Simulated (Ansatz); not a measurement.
Energy needed to pull apart C2H3AlO (SMILES OC#[C][AlH2]), singlet, into free ground-state atoms, from the structure below (displaced at random from a GFN2-xTB minimum); no zero-point or spin–orbit terms; open-shell atoms are treated unrestricted, in their ground-state multiplicity.

```
7
angstrom
O 1.6156 -1.6700 1.2722
C 0.9083 -0.8161 0.6106
C 0.0268 -0.1281 -0.0664
Al -1.3169 0.7845 -0.9457
H 2.3781 -1.0640 1.3677
H -2.5568 1.5998 -0.1938
H -1.2493 1.2158 -2.1461
```

Ansatz 0.2.0; basis: def2-TZVPP; cores frozen in the correlated methods.

```csv
method,atomization energy (kcal/mol)
PBE-D4,?
r2SCAN-D4,580.5
PBE0-D4,575.8
CAM-B3LYP-D4,576.0
wB97X-V,574.6
wB97M-V,577.6
HF,?
MP2,581.1
CCSD,545.1
CCSD(T),559.9
```

Task: What does HF give? (To be estimated.)

Result: The calculation gives: 381.2 kcal/mol, which is about 178.8 kcal/mol less than CCSD(T)/def2-TZVPP.

Task: What does PBE-D4 give? (To be estimated.)

Result: By the calculation: 596.5 kcal/mol, which is about 36.6 kcal/mol more than CCSD(T)/def2-TZVPP.

In triple zeta the MP2 and coupled-cluster atomization energies are still short of their basis limit by a few kcal/mol a bond, whereas those of the functionals are nearly converged, so these differences are not deviations from converged CCSD(T).

T1 diagnostic: at most 0.015. The restricted Hartree–Fock reference is unstable towards an unrestricted one here.

For scale, one of the runs: CCSD(T)/def2-TZVPP forces, 177 basis functions (an equivalent command: `ansatz run in.yaml --threads 4`). Time: 100 s of wall clock on 4 CPU threads; the host was shared. Peak host memory: 3.1 GiB.
